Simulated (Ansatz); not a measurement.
`C[Si](F)(F)[GeH3]`, charge 0, multiplicity 1.

Give a relaxed structure at PBE0-D4/def2-TZVP (Ansatz 0.2.0). (An estimate is asked.)

Ansatz gave: 
```xyz
11

C     0.740   -1.352   -0.884
Si    0.446   -0.288    0.595
F    -0.080   -1.205    1.791
F     1.844    0.311    1.082
Ge   -1.081    1.513    0.303
H    -0.192   -1.815   -1.217
H     1.453   -2.145   -0.644
H     1.144   -0.762   -1.710
H    -2.460    0.972   -0.109
H    -1.233    2.318    1.601
H    -0.582    2.452   -0.808
```
Point group Cs.
This is one stationary point; other conformers may exist.
